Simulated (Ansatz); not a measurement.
Harmonic frequencies (cm⁻¹) at PBE0-D4/def2-TZVP from Ansatz: 186, 335, 335, 452, 784, 784, 906, 1017, 1017, 1069, 1141, 1141, 2286, 2299, 2300, 2470, 2562, 2562.

Q: Which molecule is it?
A. `[BH3-][AsH3+]`
B. `[AlH3-][SeH2+]`
C. `[PH3+][InH3-]`
D. `[OH2+][InH3-]`

A: A.
